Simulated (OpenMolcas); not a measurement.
**Mn, Tc, Re: d⁵ s² down the group**

```json
{
  "Program": "OpenMolcas",
  "Method": "MS-RASPT2, IPEA 0.25 Eh, imaginary shift 0.1 Eh",
  "Basis": "ANO-RCC-VTZP",
  "Scalar Hamiltonian": "DKH2, point nucleus",
  "Spin-orbit coupling": "RASSI with atomic mean-field integrals over the reference wave functions, term energies averaged over their components"
}
```

Active space for each ion: 7 electrons in 9 orbitals (RAS2 d s; RAS3 p, at most 2 electrons); closed shells correlated by CASPT2: Mn 3s 3p; Tc 4s 4p; Re 5s 5p.

Computed levels in cm-1 above ⁶S_5/2:

| Level | Mn | Tc | Re |
| --- | --- | --- | --- |
| ⁴G_11/2 | 29280 | 19710 | 18690 |
| ⁴G_9/2 | 29280 | 19720 | 19070 |
| ⁴G_7/2 | 29280 | 19720 | 17690 |
| ⁴G_5/2 | 29280 | 19700 | 17420 |
| weight of ⁶S in the lowest level (%) | 100 | 99 | 92 |

Mixed levels, with the weight of the term that names them: Re ⁴G_7/2 (54 %), Re ⁴G_5/2 (55 %).

Measured, with the error of the calculation in %. Measured levels: Mn, Tc, Re from NIST Handbook of Basic Atomic Spectroscopic Data.

| Level | Re |
| --- | --- |
| ⁴G_11/2 | 16307 (+14.6) |
| ⁴G_9/2 | 16619 (+14.7) |

Without spin-orbit coupling ⁴G lies 29270, 19720, 18340 cm-1 above ⁶S in that order; the difference to the level ⁴G_11/2, of either sign, comes from spin-orbit coupling, which also lowers the zero.

Term energies are means over components that CASPT2 splits; among the terms shown or strongly mixed into the levels shown the widest spread is 900 cm-1 (4d⁵ 5s² ⁴G, Tc). Over all roots computed the reference weight is 0.83 to 0.92 in Mn; the roots of lowest weight are the least certain, and an intruder state may touch them. Terms from blocks run as CI alone lack orbitals of their own. Some high roots are left out of the spin-orbit mixing, which shifts the levels that they would mix with (holds for Mn). Blocks of more than 70 roots (2S+1 = 2 even) ran without multistate coupling (holds for Tc). Configurations are named by rounded mean occupations; where the s occupation lies near a half they are strongly mixed, a name can repeat and a true partner stay unpaired (holds for Tc; Re). The CASPT2 spread within a term exceeds the gap to the next term for 5d⁵ 6s² ⁴G and 5d⁵ 6s² ⁴P, so the order of their levels is uncertain, and so are names and mixing where such terms share a J (holds for Re). Measured partners are found by configuration, term and J. A level has none where our copy of the source lacks it or the pairing is in doubt (some pairs that miss far off the trend of their configuration count as doubtful), and it then counts in no deviation. Only configurations of the active space appear.
